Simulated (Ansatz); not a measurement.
Species: sum formula Si2H4Cl2 (charge 0, singlet). SMILES: Cl[SiH](Cl)[SiH3]
Geometry from a B3LYP-D3(BJ)/def2-TZVP (Ansatz, a quantum-chemistry and plane-wave program) optimisation:
```xyz
8

Si    -2.1276    -0.0442     0.0331
Si     0.1597    -0.2006     0.4945
Cl     1.0025     1.6815     0.3739
Cl     1.0474    -1.4343    -0.9045
H     -2.7346    -1.3933     0.1085
H     -2.2943     0.5118    -1.3280
H     -2.7669     0.8478     1.0280
H      0.4980    -0.7415     1.8249
```
Charge 0, spin multiplicity 1.

Computed values are from Ansatz. Valence correlation only, unless marked. Open shells are spin-unrestricted. No spin-orbit coupling. Non-relativistic. CBS marks a two-point X^-3 extrapolation of the correlation energy; Hartree-Fock from the larger set. The bracket is a focal-point correction in the basis named.

```yaml
atomisation energy De: 2383.4 kJ/mol at CCSD(T)/CBS(aug-cc-pV(T+d)Z,aug-cc-pV(Q+d)Z)
vertical ionisation energy (to the doublet): 10.61 eV at RI-MP2/CBS(aug-cc-pV(T+d)Z,aug-cc-pV(Q+d)Z)+[CCSD(T)-MP2]/aug-cc-pV(T+d)Z
vertical_triplet_singlet_gap: 6.04 eV at RI-MP2/CBS(aug-cc-pV(T+d)Z,aug-cc-pV(Q+d)Z)+[CCSD(T)-MP2]/aug-cc-pV(T+d)Z
total_energy: -1500.2001 Eh at CCSD(T)/CBS(aug-cc-pV(T+d)Z,aug-cc-pV(Q+d)Z)
dipole_moment: 1.62 D at CCSD(T)/aug-cc-pV(D+d)Z
T1 diagnostic: 0.010 at CCSD/aug-cc-pV(Q+d)Z
```
